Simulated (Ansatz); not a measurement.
```yaml
crystal:
  periodic: [false, false, false]
  atoms:
    - {symbol: O, position_ang: [-1.310734, 0.929099, -2.042427]}
    - {symbol: C, position_ang: [-0.593845, 0.647454, -1.162479]}
    - {symbol: C, position_ang: [0.094275, -0.727316, -1.046375]}
    - {symbol: C, position_ang: [-0.172132, -1.301988, 0.400076]}
    - {symbol: C, position_ang: [0.365539, -0.379727, 1.443161]}
    - {symbol: S, position_ang: [-0.312047, 1.391049, 1.430067]}
    - {symbol: C, position_ang: [0.011429, 1.653024, -0.221348]}
    - {symbol: H, position_ang: [1.142251, -0.784189, -1.145676]}
    - {symbol: H, position_ang: [-0.455281, -1.431742, -1.804644]}
    - {symbol: H, position_ang: [-1.248995, -1.504614, 0.780493]}
    - {symbol: H, position_ang: [0.298738, -2.212231, 0.470306]}
    - {symbol: H, position_ang: [1.370409, -0.394026, 1.294826]}
    - {symbol: H, position_ang: [0.252363, -0.652943, 2.499136]}
    - {symbol: H, position_ang: [1.022479, 1.856954, -0.454779]}
    - {symbol: H, position_ang: [-0.429385, 2.812869, -0.343208]}
basis:
  gaussian: {orbitals: cc-pVTZ-DK}
total_charge: 1
magnetization: {spin_polarized: true, initial_magnetization: 1}
hamiltonian: {xc: {name: wB97M-V}, dispersion: rvv10}
```

```sh
$ ansatz run in.yaml --threads 2 --pin off --events-out ev --progress --plain --max-ram 22528MiB --backend cuda --devices 0, --max-vram 18GiB
```

(1) How does Ansatz answer? (Best estimate.)

Answers

(1) The calculation gave: The input was rejected before any iteration.
```
Error: invalid value for `hamiltonian.dispersion`: this functional's text states its nonlocal part
```
